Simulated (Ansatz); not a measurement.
[closo-1-(F)B9H8]2- (B₉H₈F²⁻). Total charge -2; singlet. Geometry r2SCAN-D4/def2-SVPD; atoms count from 1.

```xyz
18

B     1.041   -0.173   -0.992
B    -0.555    1.124    0.729
B     0.717    1.396   -0.385
B    -1.653   -0.073    0.187
B     1.223    0.217    0.749
B     0.908   -1.379    0.217
B    -0.596   -1.182   -0.601
B    -0.733    0.732   -1.013
B    -0.417   -0.793    1.148
F     1.347    2.624   -0.725
H     1.801   -0.290   -1.940
H    -0.907    2.041    1.454
H    -2.860   -0.142    0.327
H     2.158    0.477    1.489
H     1.557   -2.396    0.377
H    -1.063   -2.112   -1.243
H    -1.257    1.270   -1.975
H    -0.711   -1.343    2.198
```

A multiply charged anion in the gas phase is held together partly by the finite basis. The highest occupied level of the charge -2 singlet lies above zero (up to 2.78 eV). The electron is either unbound and held by the finite basis, or the level is raised by self-interaction error. Another isomer (singlet) lies 0.08 eV lower at PBE0-D4/def2-TZVPD; other spin states weren't run for this one.

Question: Estimate the Mulliken populations from the PBE0/def2-TZVPD orbitals of Ansatz.

Answer: 
| atom | charge (e) |
| --- | --- |
| B1 | -0.62 |
| B2 | -0.63 |
| B3 | 0.91 |
| B4 | 1.37 |
| B5 | -0.63 |
| B6 | 1.37 |
| B7 | -0.55 |
| B8 | -0.62 |
| B9 | -0.56 |
| F10 | -0.58 |
| H11 | -0.18 |
| H12 | -0.18 |
| H13 | -0.19 |
| H14 | -0.18 |
| H15 | -0.19 |
| H16 | -0.18 |
| H17 | -0.18 |
| H18 | -0.18 |
Mulliken values and Mayer orders depend strongly on the basis. With diffuse functions, as here, like atoms can get unlike values, and bond orders can come out too low or too high.

Question: And the Mayer bond orders between bonded heavy atoms (over 0.3)?

Answer: B1–B5 1.36 (1.79 Å); B1–B7 0.88 (1.96 Å); B1–B8 0.95 (1.99 Å); B2–B5 0.96 (2.00 Å); B2–B8 1.36 (1.79 Å); B2–B9 0.89 (1.97 Å); B3–F10 0.37 (1.42 Å); B5–B9 0.89 (1.97 Å); B7–B8 0.88 (1.96 Å); B7–B9 1.24 (1.80 Å). Values over 0.3 also appear between atoms too far apart for a bond (B1–B2 1.10 at 2.68 Å; B1–B9 1.36 at 2.66 Å; B2–B7 1.35 at 2.66 Å; B3–B7 0.40 at 2.90 Å; B3–B9 0.40 at 2.90 Å; B5–B7 1.35 at 2.66 Å; B5–B8 1.10 at 2.68 Å; B8–B9 1.36 at 2.66 Å); they arise where an orbital or an unpaired electron spreads over both atoms.
